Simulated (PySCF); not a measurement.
C3H9BO2, SMILES OB(C)COC. Atoms are numbered in the order given.

```xyz
15

C      2.5583    -0.7594    -0.0178
O      1.4403     0.0769     0.0348
C      0.2291    -0.6254    -0.0624
B     -1.0470     0.3010     0.0267
C     -2.4804    -0.3101    -0.2370
O     -0.8571     1.6143     0.3122
H      2.5659    -1.4982     0.8123
H      3.4581    -0.1315     0.0641
H      2.6097    -1.3282    -0.9711
H      0.1415    -1.3957     0.7446
H      0.1790    -1.2228    -1.0055
H     -2.5444    -1.3821     0.0093
H     -3.2913     0.2150     0.2955
H     -2.7049    -0.2295    -1.3170
H     -1.6861     2.1076     0.3609
```
Charge 0, spin multiplicity 1.

Coordinates come from a r2SCAN-D4/def2-SVP optimisation. The structure was generated by enumeration, and PubChem lists no compound with its InChIKey, so it may never have been made. The values are those of a single conformer.

All values below come from CAM-B3LYP/def2-TZVP (PySCF).

ESP charges are fitted to the potential on shells at 1.4 to 2.0 van der Waals radii. Atomic charges (e):

```
atom  Mulliken  ESP fit
----  --------  -------
C1       -0.19      ___
O2       -0.28      ___
C3       -0.08     0.00
B4        0.13      ___
C5       -0.42      ___
O6       -0.36    -0.76
H7        0.10      ___
H8        0.13      ___
H9        0.10      ___
H10       0.09     0.03
H11       0.09     0.03
H12       0.13     0.16
H13       0.11     0.17
H14       0.14     0.18
H15       0.31     0.46
```

Q: Fill in the missing entries. (An estimate is asked for; the answer gives what the named calculation found.)

A: 
- C1, ESP fit: -0.31
- O2, ESP fit: -0.21
- B4, ESP fit: 0.68
- C5, ESP fit: -0.79
- H7, ESP fit: 0.11
- H8, ESP fit: 0.15
- H9, ESP fit: 0.11

Computed Mayer and Wiberg (Löwdin basis) orders of the bonds:
| bond | Mayer | Wiberg |
|---|---|---|
| C1–O2 | 0.99 | 1.54 |
| O2–C3 | 0.93 | 1.46 |
| C3–B4 | 1.04 | 1.20 |
| B4–C5 | 1.01 | 1.29 |
| B4–O6 | 1.44 | 2.01 |
| C1–H7 | 0.97 | 0.93 |
| C1–H8 | 0.98 | 0.94 |
| C1–H9 | 0.97 | 0.93 |
| C3–H10 | 0.93 | 0.82 |
| C3–H11 | 0.93 | 0.82 |
| C5–H12 | 0.96 | 0.87 |
| C5–H13 | 0.97 | 0.87 |
| C5–H14 | 0.94 | 0.85 |
| O6–H15 | 0.88 | 0.94 |
